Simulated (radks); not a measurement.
Values are calculated unless marked as measured or tabulated.
Tl+, configuration [Hg]. Level of theory: scalar-relativistic Kohn-Sham, r2SCAN, spin-unpolarised, spherical densities, finite nucleus; meta-GGA in the generalised Kohn-Sham scheme; Fermi nuclear charge, rms radius 5.4759 fm (a radial shooting solver on a logarithmic mesh with Libxc functionals).

Unscreened Slater integrals over Kohn-Sham orbitals (hartree).

F0(6s,6s): 0.38001
F0(6s,5d): 0.45142
G2(6s,5d): 0.099848
F0(6s,5p): 0.47286
G1(6s,5p): 0.034273
F0(6s,4f): 0.50089
G3(6s,4f): 0.013300
F0(5d,5d): 0.65708
F2(5d,5d): 0.33938
F4(5d,5d): 0.22481
F0(5d,5p): 0.74688
F2(5d,5p): 0.37096
G1(5d,5p): 0.44885
G3(5d,5p): 0.27812
F0(5d,4f): 0.85466
F2(5d,4f): 0.20007
F4(5d,4f): 0.092930
G1(5d,4f): 0.061161
G3(5d,4f): 0.059580
G5(5d,4f): 0.048259
F0(5p,5p): 0.89073
F2(5p,5p): 0.48017
F0(5p,4f): 1.1002
F2(5p,4f): 0.33862
G2(5p,4f): 0.12150
G4(5p,4f): 0.10480
F0(4f,4f): 1.9520
F2(4f,4f): 0.97855
F4(4f,4f): 0.62526
F6(4f,4f): 0.45322
